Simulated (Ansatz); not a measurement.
The cation of BH₃Te, SMILES `B[TeH]` at the neutral geometry.

```yaml
crystal:
  periodic: [false, false, false]
  atoms:
    - {symbol: B, position_ang: [-0.073654, -0.724495, 0.108585]}
    - {symbol: Te, position_ang: [1.047781, 0.984764, -0.365050]}
    - {symbol: H, position_ang: [-1.236815, -0.639541, 0.339662]}
    - {symbol: H, position_ang: [0.521858, -1.755776, 0.128633]}
    - {symbol: H, position_ang: [-0.209270, 2.061447, -0.253230]}
basis:
  gaussian: {orbitals: def2-QZVPP}
total_charge: 1
magnetization: {spin_polarized: true, initial_magnetization: 1}
correlation: {method: mp2}
scf: {omitted_lower_state_checks: [cluster_reference]}
```

```sh
$ ansatz run in.yaml --threads 2 --pin off --events-out ev --progress --plain --max-ram 4352MiB
```

Shortened log:

```
Functional definition: HF
1381 factors; integrals over basis functions are off by at most 1.0e-3 eV
mean field evaluation 1: about -7974.8834 eV, gradient 1.4e1 eV
mean field evaluation 2: about -7974.8861 eV, gradient 1.4e1 eV
mean field evaluation 4: about -7976.4461 eV, gradient 2.3e0 eV
mean field evaluation 8: about -7976.5030 eV, gradient 2.9e-3 eV
mean field -7976.50297212 eV, -293.1310775574 hartree, gradient 1.9e-6 eV, S^2 0.763589; 2 other end points of the search recorded, 0 dependent functions left out
5 core orbitals not correlated: weight in the atoms' cores, before any rotation towards them, 1.000 or more for the frozen orbitals, at most 0.000 for the correlated occupied ones
reference -7976.50297212 eV, -293.1310775574 hartree; 11, 10 occupied and 213, 214 virtual orbitals, 1381 factors
second order -18.93636556 eV of doubles, -0.00000000 eV of singles
Total energy: -7995.43933768 eV, -293.8269761562 hartree
Checks for a lower state left out: cluster_reference
```

Run time 8 s (2 threads of an Arm Neoverse V1 on a shared host); peak host memory 0.58 GiB.
